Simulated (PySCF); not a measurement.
C₂H₇AlO₂. Atoms are numbered in the order given.

```xyz
12

Al     0.0000     0.0000    -1.0572
H      0.0000     0.0000    -2.6323
O     -1.5097     0.0000    -0.2596
C     -2.0790     0.0000     1.0172
H     -2.7259    -0.8957     1.1609
H     -1.3251     0.0000     1.8399
H     -2.7259     0.8957     1.1609
O      1.5097     0.0000    -0.2596
C      2.0790     0.0000     1.0172
H      1.3251     0.0000     1.8399
H      2.7259    -0.8957     1.1609
H      2.7259     0.8957     1.1609
```

Geometry optimised at PBE-D3(BJ)/def2-SVP. The structure was generated by enumeration; whether it is a known compound was not checked. The values are those of a single conformer.

The numbers are results of PBE-D3(BJ)/def2-SVP in PySCF, not measurements.

Frequencies are harmonic and unscaled.

```tsv
mode	ν (cm⁻¹)	IR (km/mol)	moving atoms (share of kinetic energy)
1	37	0.0	H 97 %
2	61	0.3	H 99 %
3	79	0.2	C 63 %, H 30 %
4	89	0.0	O 61 %, H 22 %, C 17 %
5	113	13.2	O 55 %, C 23 %, H 21 %
6	172	17.9	O 55 %, H 22 %, Al 19 %
7	310	38.8	O 68 %, Al 25 %
8	457	117.0	H 79 %, Al 18 %
9	617	10.0	Al 34 %, C 29 %, O 28 %, H 9 %
10	643	66.4	H 90 %
11	767	151.2	Al 53 %, C 19 %, O 15 %, H 13 %
12	1140	20.8	H 70 %, C 22 %, O 8 %
13	1142	25.9	H 71 %, C 21 %
14	1146	0.0	H 76 %, C 19 %
15	1148	0.0	H 76 %, C 19 %
16	1216	269.0	O 54 %, C 33 %
17	1220	310.5	O 58 %, C 34 %
18	1418	0.0	H 97 %
19	1422	1.5	H 97 %
20	1423	6.5	H 97 %
21	1426	2.3	H 95 %
22	1430	10.8	H 88 %, C 8 %
23	1440	21.2	H 89 %, C 10 %
24	1974	108.3	H 96 %
25	2901	40.2	H 97 %
26	2907	156.8	H 97 %
27	2974	117.9	H 91 %, C 9 %
28	2978	6.7	H 91 %, C 9 %
29	2988	0.0	H 90 %, C 10 %
30	2988	80.3	H 90 %, C 10 %
```
